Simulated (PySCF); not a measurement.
Deuteron quadrupole couplings in `COC1=C(C)[SiH2][SiH2]1`

C4H10OSi2.
Structure used (GFN2-xTB), in Å, numbered top down from 1:
```xyz
17
C4H10OSi2 angstrom
C      2.5086    0.2949   -0.7384
O      1.3320   -0.4667   -0.7806
C      0.2737    0.0316   -0.0805
C     -0.9326   -0.5791   -0.0268
C     -1.3038   -1.8538   -0.7058
Si    -1.9778    0.5472    1.0765
Si     0.0910    1.6036    0.9875
H      3.2557   -0.2556   -1.3096
H      2.8614    0.4274    0.2898
H      2.3607    1.2818   -1.1902
H     -1.6878   -2.5726    0.0188
H     -2.0910   -1.6743   -1.4395
H     -0.4435   -2.2857   -1.2133
H     -3.1693    1.1073    0.4223
H     -2.4576   -0.0844    2.3146
H      1.0250    1.6449    2.1232
H      0.3483    2.8454    0.2422
```

Level: PBE0/pcSseg-1 (PySCF, non-relativistic); Q(2H) = 0.00286 b; rigid geometry, the same for H and D, with no vibrational averaging.

Task: Rank these positions by the coupling χzz of a deuteron there, largest first.
A. H8 (methyl hydrogen)
B. H11 (methyl hydrogen)
C. H10 (methyl hydrogen)
D. H15 (Si–H hydrogen)

Result: B (209 kHz), A (204 kHz), C (195 kHz), D (107 kHz).

Task: What are Vzz, η and χzz (234.96 MHz × Q × Vzz) at all hydrogens?

Result: 
| atom | bonded to | bond length (Å) | Vzz (au) | η | χzz (kHz) |
| --- | --- | --- | --- | --- | --- |
| H8 | C1 | 1.090 | 0.3031 | 0.07 | 204 |
| H9 | C1 | 1.095 | 0.2905 | 0.08 | 195 |
| H10 | C1 | 1.095 | 0.2901 | 0.08 | 195 |
| H11 | C5 | 1.090 | 0.3110 | 0.02 | 209 |
| H12 | C5 | 1.091 | 0.3105 | 0.02 | 209 |
| H13 | C5 | 1.088 | 0.3104 | 0.02 | 209 |
| H14 | Si6 | 1.470 | 0.1596 | 0.01 | 107 |
| H15 | Si6 | 1.470 | 0.1594 | 0.01 | 107 |
| H16 | Si7 | 1.471 | 0.1594 | 0.02 | 107 |
| H17 | Si7 | 1.471 | 0.1595 | 0.02 | 107 |

Task: Average by the element that carries the hydrogen.

Result: on C: 203 kHz over 6 positions, mean bond length 1.092 Å; on Si: 107 kHz over 4 positions, mean bond length 1.471 Å.

Task: Give the 2H NMR doublet splittings at H14 for a magnetic field along the z, y and x axes of the gradient: 3χ/2, 3χ(1 + η)/4, 3χ(1 − η)/4.

Result: With |χ| = 107.2 kHz and η = 0.011: 161, 81 and 80 kHz, to first order and without motion.

Geometry: GFN2-xTB, one conformer, isolated molecule. GFN2-xTB bond lengths can be off by several hundredths of an ångström, more for odd bonds, and the gradients follow them. The small basis limits the accuracy of the gradients.

The run behind these numbers computed NMR shieldings as well. On an Arm Neoverse N1 with one thread (shared host), this took 48 s and 0.83 GiB of memory at its peak.
